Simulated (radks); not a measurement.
Neutral molybdenum inside a hard spherical wall (all orbitals vanish at R), configuration held at [Kr] 4d5 5s1 and not refilled when levels cross. All-electron calculation, scalar-relativistic Kohn-Sham, LDA (Slater exchange, VWN5 correlation), spin-polarised, spherical densities, point nucleus; open shells are filled with parallel spins first (spin-orbit coupling, left out, can overturn this in heavy ions). Program: a radial shooting solver on a logarithmic mesh with Libxc functionals. Eigenvalues in eV for spin up, with the zero of energy where the potential of the charges vanishes at infinity; a dash marks a level that is unbound or too diffuse for the functional's potential to be trusted. A positive occupied level is held by the wall or, in an anion where self-interaction has pushed it up, behind a barrier. The pressure on the wall is -dE/dV.

R (bohr)	E (hartree)	kinetic (hartree)	e(4s)	e(4p)	e(5s)	e(4d)	e(5p, empty)	e(6s, empty)	pressure (GPa)
free	-4044.58690	4169.104	-64.915	-39.188	-4.832	-4.673	-1.412	-0.019	0
20	-4044.58690	4169.104	-64.915	-39.188	-4.832	-4.673	-1.412	0.130	< 0.0001
10	-4044.58648	4169.108	-64.880	-39.154	-4.802	-4.642	-1.271	2.065	0.0113
7	-4044.57382	4169.196	-64.369	-38.651	-4.291	-4.191	-0.178	7.846	0.715
6	-4044.54553	4169.351	-63.623	-37.925	-3.452	-3.538	1.236	13.491	3.13
4	-4044.10882	4171.154	-58.002	-32.562	5.287	1.761	13.452	51.062	92.8
3.5	-4043.63463	4172.929	-54.346	-29.085	13.019	5.659	23.357	77.184	262
3	-4042.55001	4176.929	-48.321	-23.211	28.521	12.745	42.188	122.86	856
2.5	-4039.71871	4187.157	-37.146	-11.690	62.677	27.190	81.256	210.04	3430
1.5	-3998.25242	4311.698	63.464	99.059	387.80	157.66	419.66	875.51	131000
